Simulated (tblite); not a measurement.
Compound: C4H9F3OSi.
Bonds: C1–C2, C2–C3, C2–O4, O4–Si5, Si5–C6, C6–F7, C6–F8, C6–F9. Hydrogens: H10, H11, H12 on C1; H13 on C2; H14, H15, H16 on C3; H17, H18 on Si5.

Computed with GFN2-xTB (tblite), gas phase: L-BFGS steps from a force-field or distance-geometry start until the largest atomic force falls under 0.01 eV/Å.

Step 0: E = -902.9491 eV
```
atom  x, y, z in Å  |  force x, y, z in eV/Å
C1     -2.0968    0.2999   -1.4098   -1.981   0.792  -1.137
C2     -1.0701    0.2009   -0.3280   -1.548   0.352   1.924
C3     -1.5468   -0.8599    0.6613    0.994  -0.894   0.442
O4      0.1586   -0.2228   -0.7590    3.060   1.737   0.237
Si5     1.4663    0.7669   -0.3327   -2.349   0.169  -0.511
C6      2.9844   -0.3092   -0.4841    1.143  -1.170   0.075
F7      3.9694    0.3380   -1.2147   -0.876  -1.260   0.821
F8      3.5355   -0.6310    0.7568   -0.345   0.259  -1.655
F9      2.6375   -1.5033   -1.0847    1.123   1.115   0.458
H10    -2.5769    1.3266   -1.4227    0.693  -1.048  -0.217
H11    -2.9497   -0.3990   -1.2131    0.778   0.445  -0.276
H12    -1.7062    0.0657   -2.4112   -0.020   0.203   0.486
H13    -1.0462    1.1631    0.2669    0.314  -0.535  -0.767
H14    -2.5601   -0.6644    1.0212    0.408  -0.182  -0.010
H15    -1.4611   -1.8269    0.1121   -0.387   0.551   0.599
H16    -0.7980   -0.9023    1.4972   -0.905  -0.009  -0.507
H17     1.6342    1.9173   -1.2552   -0.089  -0.361   0.206
H18     1.4173    1.2466    1.0586   -0.013  -0.164  -0.169
```

Step 1: E = -903.3789 eV
```
atom  x, y, z in Å  |  force x, y, z in eV/Å
C1     -2.1251    0.3112   -1.4261   -0.269   0.094  -0.025
C2     -1.0922    0.2060   -0.3005   -0.439  -0.268   0.102
C3     -1.5326   -0.8727    0.6676    0.096  -0.237   0.213
O4      0.2024   -0.1980   -0.7556    0.121   1.115   0.342
Si5     1.4327    0.7693   -0.3400   -0.169   0.399  -0.090
C6      3.0007   -0.3259   -0.4830   -0.529   0.248   0.164
F7      3.9569    0.3200   -1.2030   -0.165  -0.818   0.301
F8      3.5306   -0.6273    0.7331    0.104  -0.040  -0.683
F9      2.6535   -1.4873   -1.0782    0.881   0.118  -0.004
H10    -2.5670    1.3117   -1.4258    0.201  -0.180  -0.270
H11    -2.9386   -0.3926   -1.2170    0.199   0.121  -0.245
H12    -1.7065    0.0686   -2.4043    0.022   0.170   0.254
H13    -1.0417    1.1554    0.2559    0.182  -0.099  -0.353
H14    -2.5542   -0.6670    1.0210    0.532  -0.264  -0.003
H15    -1.4666   -1.8190    0.1207   -0.254   0.086   0.325
H16    -0.8109   -0.9024    1.4900   -0.372  -0.093   0.023
H17     1.6329    1.9121   -1.2523   -0.102  -0.223   0.135
H18     1.4171    1.2443    1.0562   -0.039  -0.129  -0.185
```

Step 2: E = -903.4630 eV
```
atom  x, y, z in Å  |  force x, y, z in eV/Å
C1     -2.1333    0.3143   -1.4285    0.201  -0.135   0.136
C2     -1.1027    0.2018   -0.2954   -0.128  -0.120  -0.116
C3     -1.5292   -0.8784    0.6721   -0.043  -0.034  -0.005
O4      0.2098   -0.1751   -0.7491   -0.620   0.544   0.137
Si5     1.4257    0.7767   -0.3425    0.388   0.558   0.147
C6      2.9933   -0.3235   -0.4799   -0.566   0.268   0.032
F7      3.9524    0.3032   -1.1962    0.029  -0.483   0.076
F8      3.5318   -0.6276    0.7181    0.162  -0.086  -0.202
F9      2.6711   -1.4833   -1.0775    0.614  -0.128  -0.125
H10    -2.5623    1.3067   -1.4310    0.024   0.157  -0.243
H11    -2.9337   -0.3897   -1.2218   -0.067  -0.046  -0.201
H12    -1.7061    0.0720   -2.3989    0.065   0.131   0.133
H13    -1.0380    1.1527    0.2484    0.054  -0.022  -0.218
H14    -2.5441   -0.6720    1.0210    0.287  -0.222   0.088
H15    -1.4718   -1.8165    0.1275   -0.193  -0.158   0.193
H16    -0.8191   -0.9041    1.4895   -0.106  -0.109   0.256
H17     1.6310    1.9075   -1.2495   -0.065  -0.045   0.013
H18     1.4164    1.2417    1.0526   -0.034  -0.070  -0.101
```

Problem. Estimate the geometry and energy of step 3. (The exact step hangs on the optimiser's Hessian estimate; all steps are aligned on step 2, rigid shifts and turns removed.)

Solution. E = -903.5201 eV, largest force 0.565 eV/Å
```
atom  x, y, z in Å  |  force x, y, z in eV/Å
C1     -2.1357    0.3138   -1.4284    0.243  -0.092   0.181
C2     -1.1130    0.1979   -0.2924    0.080   0.050  -0.146
C3     -1.5270   -0.8833    0.6747   -0.033   0.054  -0.050
O4      0.2039   -0.1496   -0.7427   -0.485   0.290  -0.004
Si5     1.4276    0.7933   -0.3410    0.231   0.231   0.156
C6      2.9789   -0.3184   -0.4778   -0.201  -0.014  -0.096
F7      3.9496    0.2825   -1.1901    0.129  -0.108  -0.114
F8      3.5356   -0.6293    0.7041    0.092  -0.066   0.161
F9      2.6950   -1.4826   -1.0793    0.273  -0.227  -0.167
H10    -2.5584    1.3064   -1.4393   -0.033   0.221  -0.194
H11    -2.9318   -0.3887   -1.2291   -0.219  -0.138  -0.165
H12    -1.7045    0.0769   -2.3926    0.148   0.059  -0.021
H13    -1.0345    1.1501    0.2386   -0.105   0.081  -0.054
H14    -2.5323   -0.6797    1.0230   -0.034  -0.150   0.183
H15    -1.4792   -1.8182    0.1360   -0.123  -0.326   0.075
H16    -0.8267   -0.9074    1.4944    0.052  -0.108   0.325
H17     1.6284    1.9039   -1.2477    0.000   0.213  -0.171
H18     1.4152    1.2387    1.0484   -0.017   0.029   0.099
```

The energy changes by -0.0571 eV. The first-order estimate −F·Δx gives -0.0875 eV and the mean of the old and new forces, exact on a quadratic surface, -0.0570 eV. The step makes an angle of 31° with the force vector and moves no atom by more than 0.027 Å.

What follows is the cost of the whole relaxation. Hardware: Arm Neoverse N1, one thread, shared host. Cost: 1.9 s.
